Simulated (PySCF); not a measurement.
PySCF input for C3H5BO2, SMILES C(=O)B(O)C=C, TDA-B3LYP/def2-SVPD. Coordinates come from a r2SCAN-D4/def2-SVP optimisation. This is a generated structure with no PubChem entry under its InChIKey; it may be hypothetical. Other conformers were not sampled.

```python
import numpy as np
from pyscf import gto, scf, dft, tdscf

mol = gto.M(
    atom='''
    C     0.01173176    2.55408723    0.00000000
    C     0.70105228    1.39718160    0.00000000
    B    -0.00409064    0.01645881    0.00000000
    O    -1.34857386   -0.10422525    0.00000000
    C     0.75194031   -1.41787905    0.00000000
    O     0.06154357   -2.42529621    0.00000000
    H    -1.08497334    2.55086087    0.00000000
    H     0.50046137    3.53563762    0.00000000
    H     1.79897530    1.45141047    0.00000000
    H    -1.55895427   -1.05991357    0.00000000
    H     1.87284039   -1.52445643    0.00000000
    ''',
    basis='def2-SVPD',
    charge=0,
    spin=0,
    symmetry=True,
    max_memory=1600,
    verbose=4,
)
mf = dft.RKS(mol, xc='b3lyp').density_fit(auxbasis='def2-universal-jkfit')
mf.grids.level = 3
mf.conv_tol = 1e-9
mf.max_cycle = 100
mf.kernel()
mf.grids = dft.Grids(mol).set(level=1).build(with_non0tab=True)  # coarser grid for the response kernel
td = tdscf.TDA(mf)
td.singlet = True
td.nstates = 10
td.conv_tol = 1e-4
td.positive_eig_threshold = 1e-6
td.kernel(x0=td.get_init_guess(mf, 15))
td.analyze()
tt = tdscf.TDA(mf)
tt.singlet = False
tt.nstates = 4
tt.conv_tol = 1e-4
tt.positive_eig_threshold = 1e-6
tt.kernel(x0=tt.get_init_guess(mf, 9))
tt.analyze(verbose=3)
```

It prints:

```
PySCF version 2.14.0

[INPUT] verbose = 4
[INPUT] num. atoms = 11
[INPUT] num. electrons = 44
[INPUT] charge = 0
[INPUT] spin (= nelec alpha-beta = 2S) = 0
[INPUT] symmetry True subgroup None
[INPUT] Mole.unit = angstrom
[INPUT] Symbol           X                Y                Z      unit          X                Y                Z       unit  Magmom
[INPUT]  1 C      0.011731760000   2.554087230000   0.000000000000 AA    0.022169813359   4.826525362949   0.000000000000 Bohr   0.0
[INPUT]  2 C      0.701052280000   1.397181600000   0.000000000000 AA    1.324796808202   2.640290570282   0.000000000000 Bohr   0.0
[INPUT]  3 B     -0.004090640000   0.016458810000   0.000000000000 AA   -0.007730189274   0.031102643236   0.000000000000 Bohr   0.0
[INPUT]  4 O     -1.348573860000  -0.104225250000   0.000000000000 AA   -2.548435254148  -0.196957177764   0.000000000000 Bohr   0.0
[INPUT]  5 C      0.751940310000  -1.417879050000   0.000000000000 AA    1.420961247921  -2.679403082258   0.000000000000 Bohr   0.0
[INPUT]  6 O      0.061543570000  -2.425296210000   0.000000000000 AA    0.116300492028  -4.583145607846   0.000000000000 Bohr   0.0
[INPUT]  7 H     -1.084973340000   2.550860870000   0.000000000000 AA   -2.050302465055   4.820428426170   0.000000000000 Bohr   0.0
[INPUT]  8 H      0.500461370000   3.535637620000   0.000000000000 AA    0.945734925225   6.681386777509   0.000000000000 Bohr   0.0
[INPUT]  9 H      1.798975300000   1.451410470000   0.000000000000 AA    3.399570621857   2.742768282626   0.000000000000 Bohr   0.0
[INPUT] 10 H     -1.558954270000  -1.059913570000   0.000000000000 AA   -2.945996611021  -2.002946363010   0.000000000000 Bohr   0.0
[INPUT] 11 H      1.872840390000  -1.524456430000   0.000000000000 AA    3.539155412124  -2.880805141532   0.000000000000 Bohr   0.0

nuclear repulsion = 196.066652512001
point group symmetry = Cs
symmetry origin: [1.28844963e-09 4.29482974e-10 0.00000000e+00]
symmetry axis x: [1.00000000e+00 1.07707257e-09 0.00000000e+00]
symmetry axis y: [-1.07707257e-09  1.00000000e+00  0.00000000e+00]
symmetry axis z: [0. 0. 1.]
num. orbitals of irrep A' = 118
num. orbitals of irrep A" = 48
number of shells = 70
number of NR pGTOs = 236
number of NR cGTOs = 166
basis = def2-SVPD
ecp = {}


[settings echo left out]
init E= -292.957888315533
HOMO (A') = -0.310754477283041  LUMO (A") = -0.175124237914685  gap/eV = 3.69069
cycle= 1 E= -292.272656055799  delta_E= 0.685  |g|= 0.944  |ddm|= 5.15
HOMO (A') = -0.139629844109358  LUMO (A") = -0.0579782216541671  gap/eV = 2.22185
cycle= 2 E= -291.637280839951  delta_E= 0.635  |g|= 2.01  |ddm|= 2.35
HOMO (A') = -0.263811063308028  LUMO (A") = -0.0978330424255204  gap/eV = 4.51649
cycle= 3 E= -292.442397913442  delta_E= -0.805  |g|= 0.211  |ddm|= 1.59
HOMO (A') = -0.264412589084073  LUMO (A") = -0.110498650236612  gap/eV = 4.18821
cycle= 4 E= -292.450332711173  delta_E= -0.00793  |g|= 0.119  |ddm|= 0.301
HOMO (A') = -0.271004319044624  LUMO (A") = -0.110299270264449  gap/eV = 4.37301
cycle= 5 E= -292.452881032026  delta_E= -0.00255  |g|= 0.0384  |ddm|= 0.12
HOMO (A') = -0.268698059641725  LUMO (A") = -0.107613386159969  gap/eV = 4.38334
cycle= 6 E= -292.453219818337  delta_E= -0.000339  |g|= 0.00664  |ddm|= 0.0423
HOMO (A') = -0.268456036481302  LUMO (A") = -0.10729226732206  gap/eV = 4.38549
cycle= 7 E= -292.453230443516  delta_E= -1.06e-05  |g|= 0.00164  |ddm|= 0.0104
HOMO (A') = -0.268748427236233  LUMO (A") = -0.107461023586647  gap/eV = 4.38885
cycle= 8 E= -292.453231040084  delta_E= -5.97e-07  |g|= 0.00048  |ddm|= 0.00249
HOMO (A') = -0.268717674236448  LUMO (A") = -0.107431539139662  gap/eV = 4.38882
cycle= 9 E= -292.453231082284  delta_E= -4.22e-08  |g|= 0.000231  |ddm|= 0.000694
HOMO (A') = -0.268731357925332  LUMO (A") = -0.107434062471869  gap/eV = 4.38912
cycle= 10 E= -292.453231094122  delta_E= -1.18e-08  |g|= 5.37e-05  |ddm|= 0.000311
HOMO (A') = -0.26873500526649  LUMO (A") = -0.107435973080514  gap/eV = 4.38917
cycle= 11 E= -292.453231094911  delta_E= -7.89e-10  |g|= 1.12e-05  |ddm|= 9.55e-05
HOMO (A') = -0.268732974578657  LUMO (A") = -0.107434965710233  gap/eV = 4.38914
Extra cycle  E= -292.453231094882  delta_E= 2.91e-11  |g|= 1.62e-05  |ddm|= 3.39e-05
converged SCF energy = -292.453231094882
tot grids = 43440
Overwritten attributes  positive_eig_threshold  of <class 'pyscf.tdscf.rks.TDA'>


******** <class 'pyscf.tdscf.rks.TDA'> for <class 'pyscf.df.df_jk.DFSymAdaptedRKS'> ********
nstates = 10 singlet
deg_eia_thresh = 1.000e-03
wfnsym = None
conv_tol = 0.0001
eigh lindep = 1e-12
eigh level_shift = 0
eigh max_cycle = 100


Excitation energies (eV)
[2.88478917 4.81338761 5.26133408 5.57014833 6.17307668 6.51785392
 6.83371661 7.32949156 7.35086971 7.43180503]

** Singlet excitation energies and oscillator strengths **
Excited State   1:   A"      2.88479 eV    429.79 nm  f=0.0001
      22 -> 23       -0.69496
      22 -> 24        0.11818
Excited State   2:   A'      4.81339 eV    257.58 nm  f=0.1573
      21 -> 23        0.68095
      21 -> 24       -0.16961
Excited State   3:   A"      5.26133 eV    235.65 nm  f=0.0000
      20 -> 23        0.34704
      22 -> 23        0.11150
      22 -> 24        0.59338
Excited State   4:   A"      5.57015 eV    222.59 nm  f=0.0006
      20 -> 23        0.60662
      22 -> 24       -0.35179
Excited State   5:   A"      6.17308 eV    200.85 nm  f=0.0000
      18 -> 23        0.69431
Excited State   6:   A'      6.51785 eV    190.22 nm  f=0.0045
      19 -> 23       -0.21549
      22 -> 25       -0.66100
      22 -> 27        0.10965
Excited State   7:   A'      6.83372 eV    181.43 nm  f=0.0318
      17 -> 23        0.11635
      19 -> 23        0.63190
      21 -> 24       -0.12577
      22 -> 25       -0.20648
Excited State   8:   A"      7.32949 eV    169.16 nm  f=0.0326
      21 -> 25        0.69328
      21 -> 27        0.10478
Excited State   9:   A'      7.35087 eV    168.67 nm  f=0.0895
      22 -> 26       -0.69005
Excited State  10:   A"      7.43181 eV    166.83 nm  f=0.0005
      16 -> 23        0.61645
      20 -> 24       -0.31120

** Transition electric dipole moments (AU) **
state          X           Y           Z        Dip. S.      Osc.
  1         0.0000     -0.0000      0.0322      0.0010      0.0001
  2         0.0703      1.1529     -0.0000      1.3342      0.1573
  3         0.0000      0.0000     -0.0030      0.0000      0.0000
  4        -0.0000      0.0000      0.0647      0.0042      0.0006
  5        -0.0000      0.0000     -0.0015      0.0000      0.0000
  6         0.1297     -0.1071      0.0000      0.0283      0.0045
  7        -0.3006      0.3152      0.0000      0.1897      0.0318
  8         0.0000     -0.0000      0.4262      0.1816      0.0326
  9         0.7010     -0.0750     -0.0000      0.4970      0.0895
 10         0.0000      0.0000     -0.0538      0.0029      0.0005

** Transition velocity dipole moments (imaginary part, AU) **
state          X           Y           Z        Dip. S.      Osc.
  1         0.0000     -0.0000     -0.0280      0.0008      0.0049
  2         0.0088      0.0754      0.0000      0.0058      0.0217
  3         0.0000      0.0000     -0.0305      0.0009      0.0032
  4        -0.0000      0.0000     -0.0106      0.0001      0.0004
  5        -0.0000     -0.0000     -0.0120      0.0001      0.0004
  6         0.0201     -0.0033      0.0000      0.0004      0.0012
  7        -0.0173      0.0158      0.0000      0.0005      0.0015
  8        -0.0000     -0.0000      0.1080      0.0117      0.0289
  9         0.1301     -0.0237     -0.0000      0.0175      0.0432
 10         0.0000      0.0000     -0.0124      0.0002      0.0004

** Transition magnetic dipole moments (imaginary part, AU) **
state          X           Y           Z
  1        -0.4897     -0.6685      0.0000
  2        -0.0000      0.0000     -0.1896
  3        -0.3325     -0.8058      0.0000
  4         0.1654     -0.1454      0.0000
  5         0.1062      0.0146     -0.0000
  6         0.0000     -0.0000      0.5050
  7        -0.0000      0.0000     -0.0239
  8        -0.7030      0.3976     -0.0000
  9        -0.0000     -0.0000     -0.5599
 10         0.3580      0.5821      0.0000


******** <class 'pyscf.tdscf.rks.TDA'> for <class 'pyscf.df.df_jk.DFSymAdaptedRKS'> ********
nstates = 4 triplet
deg_eia_thresh = 1.000e-03
wfnsym = None
conv_tol = 0.0001
eigh lindep = 1e-12
eigh level_shift = 0
eigh max_cycle = 100


Excitation energies (eV)
[2.25550724 3.41244859 4.91806296 5.13196375]

** Triplet excitation energies and oscillator strengths **
Excited State   1:   A"      2.25551 eV    549.70 nm  f=0.0000
Excited State   2:   A'      3.41245 eV    363.33 nm  f=0.0000
Excited State   3:   A"      4.91806 eV    252.10 nm  f=0.0000
Excited State   4:   A'      5.13196 eV    241.59 nm  f=0.0000
```

The calculation finished and met its thresholds.

Cost: around 2.9 core-minutes (rough).
